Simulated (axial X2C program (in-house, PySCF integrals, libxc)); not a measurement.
**Spin–orbit effects down a group: molecules with Rb, PBE0**

Computed with an axial X2C code built on PySCF integrals, spin-free (one-electron X2C) or two-component (2c: spin–orbit coupling with atomic mean-field Coulomb and Gaunt terms, which also bring small scalar terms), in Dyall basis sets with cores contracted in-house; open shells are unrestricted.

Basis sets: H dyall-v3z, Li dyall-cv3z, Na dyall-cv3z, Rb dyall-cv3z.

```csv
molecule,spin-free state,Re (Å),ωe (cm⁻¹),De (eV),2c state,Re 2c (Å),ωe 2c (cm⁻¹),De 2c (eV)
RbH,"M_S = 0, Λ = 0",2.356,938.5,1.68,Ω = 0,2.356,938.7,1.68
LiRb,"M_S = 0, Λ = 0",3.525,190.8,0.62,Ω = 0,3.524,190.8,0.62
NaRb,"M_S = 0, Λ = 0",3.682,106.7,0.58,Ω = 0,3.682,106.7,0.58
```

Task: Work out the shifts from the spin-free to the two-component result.

Result: 

```csv
molecule,2c state,ΔRe (Å),Δωe (cm⁻¹),ΔDe (eV)
RbH,Ω = 0,0.000,0.2,0.00
LiRb,Ω = 0,-0.001,0.0,0.00
NaRb,Ω = 0,0.000,0.0,0.00
```

Shifts of one unit in the last digit are rounding.

Each entry is the lowest single determinant of a limited PBE0 search at one distance. De goes to single-determinant-based atoms at the same level (for ions the charge split of lowest energy) and is withheld (n/a) where an atom does not fit its ground term or J level. Main or longest-lived isotopes.
